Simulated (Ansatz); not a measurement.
Si4Ge3. Charge 0, multiplicity 1. Geometry PBE-D4/def2-SVP, basis def2-TZVP, Ansatz.

```xyz
7

Si    2.2229   -1.2302    0.0445
Si   -1.4025    0.5447   -0.5496
Si    1.0895    0.4680   -1.0900
Si   -0.0732   -1.5997   -0.1724
Ge   -2.1439   -1.1695    0.9689
Ge   -0.0592    2.5381   -0.6765
Ge    0.3663    0.4486    1.4750
```

| run | HOMO (eV) | LUMO (eV) |
| --- | --- | --- |
| A | -5.53 | -3.18 |
| B | -5.48 | -2.98 |
| C | -6.11 | -2.54 |
| D | -7.90 | -0.74 |
| E | -5.33 | -3.20 |

Another isomer (singlet) lies 0.05 eV lower at PBE0-D4/def2-TZVP; other spin states weren't run for this one.

**Question.** The runs used B97M-V, PBE, PBE0, r2SCAN, ωB97X-V. Estimate which is which.

**Answer.** A r2SCAN (0 % exact exchange); B B97M-V (0 % exact exchange); C PBE0 (25 % exact exchange); D ωB97X-V (range-separated); E PBE (0 % exact exchange). Exact exchange lowers occupied and raises empty levels; among semilocal functionals meta-GGAs tend to open the gap a little, and such runs are hard to tell apart. The gap grows from 2.13 eV (PBE) to 7.16 eV (ωB97X-V).
